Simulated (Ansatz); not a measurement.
`N=C(F)[SiH](F)[SiH3]` + `C[SiH2]N` → `C[SiH2][SiH](F)[SiH3]` + `N=C(N)F`  (formal exchange of groups at the Si–C bond)

Gas-phase electronic energies from Ansatz, PBE0-D4/def2-TZVP geometries. CCSD(T)/CBS adds triple-zeta CCSD(T) − MP2 to the extrapolated MP2 energy (def2 sets, frozen cores). Functionals use def2-TZVPP. B3LYP here is the variant with VWN-RPA as its local correlation; programs differ in this. Each species was taken in one conformer, which may not be the lowest.

```tsv
level	ΔE (eV)
ωB97X-V	0.41
PBE0	0.24
B3LYP	0.42
SCS-MP2/def2-TZVPP	0.60
```

Task: What does CCSD(T)/CBS give? (Estimate.)

Result: Ansatz gave: +0.55 eV. The listed levels differ from it by -0.14, -0.31, -0.13, 0.05 eV.

Largest T1 diagnostic among the species: 0.014.
